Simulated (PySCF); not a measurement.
# J couplings in `InChI=1S/C2H8BFGe/c3-2(5)1-4/h2H,1,3H2,5H3/t2-/m1/s1`

Geometry (Å), atoms numbered from 1 in this order:
```xyz
13

B    -0.788   -1.379   -0.097
C    -0.347    0.014   -0.555
Ge    1.508   -0.213    0.222
C    -0.975    1.244    0.046
F    -0.140    2.341   -0.056
H    -0.614   -2.344   -0.803
H    -1.240   -1.536    1.018
H    -0.171    0.123   -1.636
H     2.509    0.330   -0.804
H     1.571    0.544    1.553
H     1.813   -1.703    0.479
H    -1.210    1.086    1.112
H    -1.911    1.495   -0.481
```

Level of theory for the indirect couplings: PBE0/pcJ-1 (dyall-v2z on Ge), gas phase, finite nuclei, PBE0-D3(BJ)/def2-SVP geometry (PySCF 2.14 with density-fitted X2C routines).

Non-relativistic values:
```tsv
coupling	atoms	J (Hz)
1J(73Ge,13C)	Ge3 – C2	-2.5
1J(73Ge,1H)	Ge3 – H9/H10/H11	-91.4
2J(73Ge,11B)	Ge3 – B1	1.6
2J(73Ge,13C)	Ge3 – C4	1.9
2J(73Ge,1H)	Ge3 – H8	3.8
3J(73Ge,19F)	Ge3 – F5	-8.2
3J(73Ge,1H)	Ge3 – H12	-1.3
3J(73Ge,1H)	Ge3 – H13	-5.0
```

Q: What do two-component X2C with spin–orbit coupling give?

A: 
```csv
coupling,atoms,with spin–orbit (Hz)
"1J(73Ge,13C)",Ge3 – C2,-2.0
"1J(73Ge,1H)",Ge3 – H9/H10/H11,-100.8
"2J(73Ge,11B)",Ge3 – B1,1.7
"2J(73Ge,13C)",Ge3 – C4,2.1
"2J(73Ge,1H)",Ge3 – H8,4.0
"3J(73Ge,19F)",Ge3 – F5,-9.0
"3J(73Ge,1H)",Ge3 – H12,-1.5
"3J(73Ge,1H)",Ge3 – H13,-5.7
```

The largest listed coupling, 1J(73Ge,1H), ends at 1.10 times its non-relativistic value. Equivalent partners are averaged, as under fast rotation.
